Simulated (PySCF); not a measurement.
Ionisation energy of Nb⁺ by level of theory

Nb⁺ [Kr] 4d4 (5D) → Nb²⁺ [Kr] 4d3 (4F), as a difference of total energies. All numbers are calculated (PySCF 2.14, a scalar-relativistic core potential, in def2-QZVPPD with the def2 core potential (28 electrons)). Correlated levels: valence: 4s2 4p6 frozen; valence and next inner shell: nothing frozen outside the core potential. The calculations carry no spin-orbit coupling.

Order these methods by the ionisation energy they give, lowest first.
A. PBEsol
B. SCS-MP2 (valence)
C. MP2 (valence and next inner shell)
D. SCS-MP2 (valence and next inner shell)

B (13.240 eV), D (13.713 eV), C (14.089 eV), A (14.522 eV).

The reference lies between the lowest fine-structure levels, while these numbers refer to the centres of the terms.

Errors of the correlated levels include the incompleteness of this basis and the frozen core.

For comparison: 14.32 eV (semi-empirical (NIST evaluation); NIST Atomic Spectra Database, ionization energies).
